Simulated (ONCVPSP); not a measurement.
Which change was made? (Te, ONCV)

ONCVPSP 4.0.1 input, shortened (lines: element, Z, core and valence counts, functional; n l f; lmax; l rc ep ncon nbas qcut; lloc lpopt rc5 dvloc0; l nproj debl; icmod fcfact rcfact), LDA (Perdew-Zunger), scalar-relativistic:

```
  Te 52.00    9    2        3      upf
    1    0    2.00
    2    0    2.00
    2    1    6.00
    3    0    2.00
    3    1    6.00
    3    2   10.00
    4    0    2.00
    4    1    6.00
    4    2   10.00
    5    0    2.00
    5    1    4.00
    2
    0    1.85    0.00    4    8    3.30
    1    2.35    0.00    4    8    3.30
    2    2.40    0.02    3    6    3.90
    4    5    1.55    3.00
    0    2    0.70
    1    2    0.50
    2    2    0.60
    3    1.50    1.45
```

Cutoffs, loose and tight: the cutoffs (Ha) at which the residual kinetic energy of the hardest occupied pseudo-wave falls to 1 and 0.1 mHa per electron. They do not see the model core or the augmentation charge, which bear on the density cutoff. Test errors are all-electron minus pseudo excitation energies from the reference, over the configurations 5s2 5p3; 5s2 5p2; 5s2 5p1; 5s2 5p3.5; variants that change the core or the reference have their own tests.

The base gives: outcome: generated; cutoff, loose: 23 Ha; cutoff, tight: 47 Ha; bound ghosts: none; GHOST(+) flags above zero: s, d; largest test error (meV): -78.

After one change the result is: outcome: generated; cutoff, loose: 43 Ha; cutoff, tight: 52 Ha; bound ghosts: none; GHOST(+) flags above zero: s, d; largest test error (meV): -74. Which change was it?
A. s: qcut 3.5
B. s: qcut 2.6
C. s: qcut 5

B. The others give: s: qcut 5 → outcome: failed: ERROR pspot: first pseudo wave function has node, program will stop | s: qcut 3.5 → outcome: generated; cutoff, loose: 14 Ha; cutoff, tight: 45 Ha; bound ghosts: none; GHOST(+) flags above zero: s, d; largest test error (meV): -79.
